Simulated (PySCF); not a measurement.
Computed Raman spectrum (relative Raman activity) of a molecule C3H9Ga. Geometry: B3LYP-D3(BJ)/def2-SVP. Other conformers were not sampled. Level of theory: B3LYP-D3(BJ)/def2-SVP (PySCF 2.14.0). Frequencies are harmonic and unscaled.

Lines under 2 % of the strongest are left out, and lines within 2 cm⁻¹ are merged.

ν (cm⁻¹): 48 (vw), 468 (vw), 487 (w), 600 (vw), 752 (w), 893 (vw), 978 (vw), 1223 (w), 1390 (vw), 1457 (w), 1482 (w), 1911 (vs), 1915 (m), 2967 (m), 3000 (vw), 3003 (vs), 3068 (s), 3098 (m) (against the strongest line: vs over 80 %, s over 45 %, m over 15 %, w over 4 %, vw less)

**Question.** Which structure fits?
A. [CH3][Ga]([CH3])[CH3]
B. CC[CH2][GaH2]
C. C[CH2][GaH][CH3]
D. C[CH](C)[GaH2]

**Answer.** D, C[CH](C)[GaH2]
